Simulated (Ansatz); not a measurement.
`[SeH][SiH]1BO1` + NH₃ → `N[SiH]1BO1` + H₂Se  (ligand exchange at the Si–Se bond)

Gas-phase electronic energies from Ansatz, PBE0-D4/def2-TZVP geometries. CCSD(T)/CBS is the MP2 limit (def2-TZVPP, def2-QZVPP) plus CCSD(T) − MP2 in def2-TZVPP, frozen cores. This one scheme is used for every species. DFT in def2-TZVPP. B3LYP here is the variant with VWN-RPA as its local correlation; programs differ in this. HSE06 is defined as in plane-wave codes. For Se outer-core shells are correlated without core-valence functions, which leaves a few kJ/mol of doubt a bond. Scalar relativity is left out up to krypton. Each species was taken in one conformer, which may not be the lowest.

| level | ΔE (kJ/mol) | difference from CCSD(T)/CBS |
| --- | --- | --- |
| LDA (SPW92) | 1.2 | -3.3 |
| PBE-D4 | 12.2 | 7.7 |
| revPBE-D4 | 12.9 | 8.4 |
| B97M-V | 1.9 | -2.6 |
| PBE0-D4 | 8.7 | 4.2 |
| B3LYP-D4 | 1.4 | -3.1 |
| r2SCANh-D4 | 5.0 | 0.5 |
| r2SCAN0-D4 | 4.0 | -0.5 |
| HSE06-D4 | 9.1 | 4.6 |
| CAM-B3LYP-D4 | -7.3 | -11.8 |
| ωB97X-V | -1.8 | -6.3 |
| ωB97M-V | -1.1 | -5.6 |
| B2PLYP | -0.5 | -5.0 |
| PBE-QIDH | 4.5 | 0.0 |
| PBE | 10.4 | 5.9 |
| revPBE | 12.9 | 8.4 |
| BLYP | 1.0 | -3.5 |
| r2SCAN | 5.3 | 0.8 |
| PBE0 | 7.0 | 2.5 |
| r2SCANh | 4.6 | 0.1 |
| r2SCAN0 | 3.5 | -1.0 |
| HSE06 | 7.4 | 2.9 |
| BHLYP | -6.5 | -11.0 |
| CAM-B3LYP | -9.3 | -13.8 |
| LC-ωPBE | -3.4 | -7.9 |
| RPA@PBE/def2-TZVPP | 0.5 | -4.0 |
| HF/def2-SVP | -10.6 | -15.1 |
| MP2/def2-SVP | -0.4 | -4.9 |
| CCSD/def2-SVP | -4.3 | -8.8 |
| HF/def2-TZVPP | -10.8 | -15.3 |
| MP2/def2-TZVPP | 4.0 | -0.5 |
| SCS-MP2/def2-TZVPP | -0.2 | -4.7 |
| CCSD/def2-TZVPP | -1.7 | -6.2 |
| CCSD(T)/def2-TZVPP | 1.4 | -3.1 |
| HF/def2-QZVPP | -11.9 | -16.4 |
| MP2/def2-QZVPP | 5.4 | 0.9 |
| SCS-MP2/def2-QZVPP | 0.8 | -3.7 |
| HF/CBS(def2) | -12.0 | -16.5 |
| MP2/CBS(def2) | 7.1 | 2.6 |
| CCSD/CBS(def2) | 1.3 | -3.2 |
| CCSD(T)/CBS | 4.5 | 0 |

Largest T1 diagnostic among the species: 0.015.

In def2-TZVPP, CCSD(T) changes the Hartree–Fock value by +12.2 kJ/mol (the triples alone add +3.1 kJ/mol) and MP2 by +14.8 kJ/mol. From PBE to PBE0 (25 % exact exchange), in def2-TZVPP and without D4, ΔE moves by −3.4 kJ/mol.
